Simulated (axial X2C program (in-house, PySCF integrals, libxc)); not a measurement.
Curves of MnCN⁺ from open-shell CI on d4 s1 p(π)0

Computed with an in-house all-electron X2C program for linear molecules (integrals from PySCF): two-component X2C with atomic mean-field Coulomb and Gaunt terms, basis Mn dyall-v3z, C dyall-v3z, N dyall-v3z (cores contracted in-house). Orbitals come from Hartree–Fock averaged over the configuration Mn d4 s1 p(π)0; CI then distributes these electrons over the d, s, p(π) shells of Mn.

Scan along the Mn–C bond with CN moving as one mass, its bond held at 1.160 Å; masses Mn 54.938 u, C 12.000 u, N 14.003 u. Energies in cm⁻¹ from the lowest point; levels are followed by energy order within each Ω. Lowest level at 1.973 Å: 94% d5 + 5% d4 s1.

```
R (Å)  (1)Ω=5/2  (1)Ω=3/2  (1)Ω=1/2
1.835      3136      3137      3137
1.904      1220      1220      1221
1.973       234       235       235
2.052         0         1         1
2.131       518       519       519
2.220      1778      1779      1780
2.328      4018      4019      4020
```

(1) Fit the curves (1)Ω=5/2, (1)Ω=3/2, (1)Ω=1/2 near their minima.

Dynamic correlation is missing, so gaps between terms are too wide and other configurations may lie lower; the lowest level listed is that of this model, not necessarily the ground state. The lowest levels belong to d5, not to the averaged configuration, so orbitals and distance suit them less well. For d shells the ligand-field splittings (σ, π, δ) and their order can be off by a thousand cm⁻¹ or more. At most 4 roots were kept for each Ω > 0 (twice that for Ω = 0) within 3.2 eV of the lowest, so higher up levels can be missing between those listed; levels with Ω > 0 are doubly degenerate and listed once, Ω = 0 levels singly. States that fill the shells left empty in the average are placed too high. The molecule was held linear; bending was not examined.

Results:

(1) From the open-shell CI curves, Te from the lowest:

```
   level  Te (cm⁻¹)  Re (Å)  ωe (cm⁻¹)
(1)Ω=5/2          0   2.034      491.3
(1)Ω=3/2          1   2.034      491.4
(1)Ω=1/2          1   2.034      491.4
```

Without dynamic correlation distances can be off by several hundredths of an Å (long for ionic bonds, short for multiple bonds) and the wavenumbers are rough.
